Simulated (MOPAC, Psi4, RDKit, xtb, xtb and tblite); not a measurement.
Two geometries of SMILES C=CCCC=C, relaxed at GFN2-xTB with one dihedral held; other torsions can differ between them too.

Structure A

```
16

C     -2.4512     0.7690    -0.5708
C     -1.3656     0.4009     0.0821
C     -0.7488    -0.9584    -0.0002
C      0.6940    -0.8828    -0.5270
C      1.5934    -0.1620     0.4248
C      2.2795     0.9264     0.1322
H     -2.8594     1.7622    -0.4893
H     -2.9851     0.0868    -1.2129
H     -0.8426     1.1041     0.7175
H     -0.7368    -1.4104     0.9962
H     -1.3431    -1.5960    -0.6575
H      0.6998    -0.3839    -1.4979
H      1.0664    -1.9027    -0.6630
H      1.6531    -0.5933     1.4167
H      2.2343     1.3774    -0.8458
H      2.9171     1.4125     0.8512
```

Structure B

```
16

C     -2.4565     0.7797    -0.5491
C     -1.3810     0.4040     0.1172
C     -0.7399    -0.9464    -0.0072
C      0.6728    -0.9762     0.5867
C      0.6548    -0.7289     2.0611
C      1.2997     0.2501     2.6668
H     -2.8999     1.7517    -0.4172
H     -2.9368     0.1307    -1.2639
H     -0.9235     1.0717     0.8351
H     -1.3596    -1.6807     0.5185
H     -0.7071    -1.2453    -1.0576
H      1.2959    -0.2294     0.0906
H      1.1098    -1.9619     0.3989
H      0.0502    -1.4197     2.6357
H      1.9063     0.9533     2.1187
H      1.2572     0.3906     3.7337
```

**Question.** Which is lower in energy at the level PBE0-D3(BJ)/def2-TZVP // GFN2-xTB in Psi4, and by how much?

**Answer.** A is lower, by 6.15 kJ/mol (dihedral C1–C2–C3–C4: 120° in A, 165° in B).

E(B) − E(A) in kJ/mol at the other levels, on the same two geometries: GFN2-xTB (xtb and tblite) 3.69; MMFF94 // GFN2-xTB (RDKit) 8.47; PBE0/def2-TZVP // GFN2-xTB (Psi4) 5.97; PBE/def2-TZVP // GFN2-xTB (Psi4) 5.82; PBE-D3(BJ)/def2-TZVP // GFN2-xTB (Psi4) 5.96; UFF // GFN2-xTB (RDKit) -1.09; PM7, restricted, heats of formation // GFN2-xTB (MOPAC) -0.32; AM1, restricted, heats of formation // GFN2-xTB (MOPAC) 0.25; GFN1-xTB // GFN2-xTB (xtb) 3.68.
